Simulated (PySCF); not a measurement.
SnOF₂, SMILES [O]=[Sn]([F])[F]. Coordinates come from a PBE-D3(BJ)/def2-SVP optimisation. The def2 effective core potentials stand for the cores of Sn; spin–orbit coupling is left out.

Question: Give the equilibrium geometry at PBE-D3(BJ)/def2-SVP (PySCF confirms it by a frequency run) as Cartesian coordinates in Å, and its point group. (An estimate is asked for; the answer gives what the named calculation found.)

Answer: point group C2v.
```xyz
4

Sn     0.0000     0.0000     0.1087
O      0.0000     0.0000     1.9634
F      0.0000     1.4614    -1.1746
F      0.0000    -1.4614    -1.1746
```
